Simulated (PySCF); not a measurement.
## Working out the excitation energy of Si⁺

Si⁺ [Ne] 3s2 3p1 (2P) → Si⁺ [Ne] 3s1 3p1 3d1 (high-spin determinant). Computed with PySCF 2.14 in aug-cc-pwCVDZ, with no relativity, point nucleus. Frozen: [Ne]. Energies in hartree (1 hartree = 27.21139 eV):

```json
{"part": "UHF", "Si⁺ (lower)": "-288.570061", "Si⁺ (upper)": "-288.060608"}
{"part": "CCSD correlation", "Si⁺ (lower)": "-0.054528", "Si⁺ (upper)": "-0.033948"}
{"part": "(T)", "Si⁺ (lower)": "-0.000730", "Si⁺ (upper)": "-0.006311"}
```

**Question.** What does Hartree-Fock give?

**Answer.** (-288.060608) − (-288.570061) = 0.509453 hartree = 13.863 eV.

**Question.** What do CCSD and CCSD(T) give?

**Answer.** The CCSD correlation energies differ by 0.020580 hartree = 0.560 eV and the triples by -0.005581 hartree = -0.152 eV, so CCSD gives 14.423 eV and CCSD(T) 14.271 eV.

One determinant mixes LS terms, so it does not stand for a single term.

A double-zeta basis recovers only part of the correlation energy.

The coupled-cluster amplitudes are large, so a single reference is strained.
